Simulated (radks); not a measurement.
Results of a calculation; reference values are marked as such.
Question: The mean radii <r> (bohr) of the occupied orbitals of an atom or ion are listed with their occupations. Code: a radial shooting solver on a logarithmic mesh with Libxc functionals. Model: Dirac Kohn-Sham, RPBE, spin-unpolarised, spherical densities, point nucleus.

| orbital | occ. | <r> |
|---|---|---|
| 1s1/2 | 2 | 0.01803 |
| 2s1/2 | 2 | 0.07557 |
| 2p1/2 | 2 | 0.06246 |
| 2p3/2 | 4 | 0.07054 |
| 3s1/2 | 2 | 0.1969 |
| 3p1/2 | 2 | 0.1870 |
| 3p3/2 | 4 | 0.2019 |
| 3d3/2 | 4 | 0.1765 |
| 3d5/2 | 6 | 0.1811 |
| 4s1/2 | 2 | 0.4404 |
| 4p1/2 | 2 | 0.4450 |
| 4p3/2 | 4 | 0.4784 |
| 4d3/2 | 4 | 0.4934 |
| 4d5/2 | 6 | 0.5048 |
| 5s1/2 | 2 | 1.037 |
| 5p1/2 | 2 | 1.139 |
| 5p3/2 | 4 | 1.241 |
| 4f5/2 | 6 | 0.5763 |
| 4f7/2 | 8 | 0.5852 |
| 6s1/2 | 2 | 3.097 |
| 5d3/2 | 4 | 1.895 |
| 5d5/2 | 1 | 1.989 |

Name the element and its charge. Open shells, if any, fill j = l - 1/2 first.

Answer: Z = 75, rhenium, charge 0: Re in [Xe] 4f14 5d5 6s2. The 1s radius gives Z: for a bare nucleus <r> = (2 gamma + 1)/(2Z) with gamma = sqrt(1 - (Z/c)^2), 0.01783 bohr for Z = 75, and screening makes it slightly larger (0.01803 here). The occupations add up to 75, and the charge is Z minus that.
